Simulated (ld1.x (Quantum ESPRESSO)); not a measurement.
**Cutoff test, calcium, RRKJ**

- Element: calcium (Ca)
- Generator: ld1.x (Quantum ESPRESSO) 7.5
- Type: norm-conserving RRKJ (Kleinman–Bylander form)
- Functional: LDA (PZ)
- Relativity: scalar-relativistic
- Frozen core: [Ne]
- Valence charge: 10
- Reference configuration: 3s2 3p6 3d0 4s2 4p0
- Partial waves: 3p (bound): rc 1.75 bohr; 3d (bound, empty): rc 2.35 bohr; 3s (bound): rc 1.15 bohr
- Local potential: the s channel
- Core correction: Bessel-smoothed model core inside 0.80 bohr

Occupied shells without a wave of their own: 4s. They enter only through the test configuration that unscreens the potential, and ld1.x also counts them in the model core charge.

The pseudo-atom Hamiltonian at the reference potential is diagonalised in spherical Bessel functions j_l(qr) that vanish at 20 bohr, with q² up to the cutoff. All-electron valence levels (Ry): 3p -2.0563, 4p -0.1059, 3d -0.1567, 3s -3.4414, 4s -0.2843.

Question: How do the lowest levels (Ry) of each channel move with the cutoff, and are there ghosts?

Answer:

| cutoff (Ry) | p #1 | p #2 | d #1 | d #2 | s #1 | s #2 | f #1 | f #2 | Σ f·Δε (mRy) |
| --- | --- | --- | --- | --- | --- | --- | --- | --- | --- |
| 8 | -1.5106 | -0.0729 | 0.0063 | 0.0828 | -3.0014 | -0.2496 | 0.0983 | 0.2094 | 4227.6 |
| 21 | -2.0376 | -0.1045 | -0.1344 | 0.0474 | -3.2580 | -0.2681 | 0.0983 | 0.2093 | 515.3 |
| 40 | -2.0563 | -0.1062 | -0.1566 | 0.0458 | -3.4236 | -0.2847 | 0.0983 | 0.2093 | 39.4 |
| 70 | -2.0563 | -0.1062 | -0.1567 | 0.0458 | -3.4314 | -0.2855 | 0.0983 | 0.2093 | 21.9 |
| 110 | -2.0563 | -0.1062 | -0.1567 | 0.0458 | -3.4407 | -0.2863 | 0.0983 | 0.2093 | 1.7 |
| 200 | -2.0563 | -0.1062 | -0.1567 | 0.0458 | -3.4414 | -0.2863 | 0.0983 | 0.2093 | 0.1 |
| 400 | -2.0563 | -0.1062 | -0.1567 | 0.0458 | -3.4415 | -0.2863 | 0.0983 | 0.2093 | 0.0 |

Result: no extra level below or beside the all-electron valence levels (p, d, s, f tested); 10 mRy is reached at 90 Ry and 1 mRy at 160 Ry.

ld1.x takes every shell without a wave as core, so the model core holds the 4s electrons as well and exchange and correlation see them twice. This cancels in the reference configuration, but the file is broken for other ones, and its errors say nothing about a proper core correction. Its largest configuration-test error is -907 meV.
